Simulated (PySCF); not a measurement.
# N⁺: excitation energy

N⁺ [He] 2s2 2p2 (3P) → N⁺ [He] 2s1 2p3 (5S), as a difference of total energies. All numbers are calculated (PySCF 2.14, scalar relativity by spin-free X2C-1e, in ANO-RCC-VTZP (4s3p2d1f, 30 functions)). Correlated levels: valence: 1s2 frozen. The calculations carry no spin-orbit coupling.

```csv
method,excitation energy (eV)
UHF,4.015
MP2 (valence),5.212
SCS-MP2 (valence),5.795
CCSD (valence),5.640
CCSD(T) (valence),5.679
CCSDT (valence),5.688
```

Question: How much does correlation contribute at CCSD(T) (valence)?

Answer: 5.679 − (4.015) = 1.664 eV, measured against UHF.

Errors of the correlated levels include the incompleteness of this basis and the frozen core.

For comparison: 5.790 eV (measured; NIST levels, between the centres of gravity of the two terms).
